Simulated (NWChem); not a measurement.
System: C₄H₂FI; SMILES C#C/C=C(\F)I

Results from NWChem. Pople sets run with spherical d functions. Geometry: optimised at PBE0/def2-SVP (def2 core potentials past Kr). No frequency run checked for a minimum. Total energies compare along this basis series because the functional is fixed.

```csv
level,basis functions,energy (Ha),highest occupied level (eV),orbital gap (eV),dipole (D),relative time
"TPSS/STO-3G, non-relativistic",54,-7102.6258,-3.46,4.54,0.44,1
"TPSS/3-21G, non-relativistic",80,-7141.6243,-5.70,3.92,0.71,2
"TPSS/6-311G**, non-relativistic",164,-7172.5868,-5.89,3.77,0.80,6
```

Relative times are rough (shared machine, one core).
